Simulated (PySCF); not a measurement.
# Working out the electron affinity of Br

Br- [Kr] (1S) → Br [Ar] 3d10 4s2 4p5 (2P). Calculation: PySCF 2.14, in aug-cc-pVQZ-PP with ECP10MDF (7s6p5d3f2g, 89 functions); scalar relativity through the core potential. Frozen: 3s2 3p6 3d10. Energies in hartree (1 hartree = 27.21139 eV):

```tsv
part	Br- (lower)	Br (upper)
UHF	-415.579084	-415.493211
CCSD correlation	-0.206871	-0.169485
(T)	-0.008993	-0.005873
```

Question: What does Hartree-Fock give?

Answer: (-415.493211) − (-415.579084) = 0.085873 hartree = 2.337 eV.

Question: What do CCSD and CCSD(T) give?

Answer: The CCSD correlation energies differ by 0.037386 hartree = 1.017 eV and the triples by 0.003120 hartree = 0.085 eV, so CCSD gives 3.354 eV and CCSD(T) 3.439 eV.

Reference: 3.364 eV (measured; photodetachment measurements, as compiled on the Wikipedia data page of electron affinities), between the lowest levels; spin-orbit coupling is absent from the calculation.

What remains against the reference includes basis incompleteness, the frozen core and higher excitations.
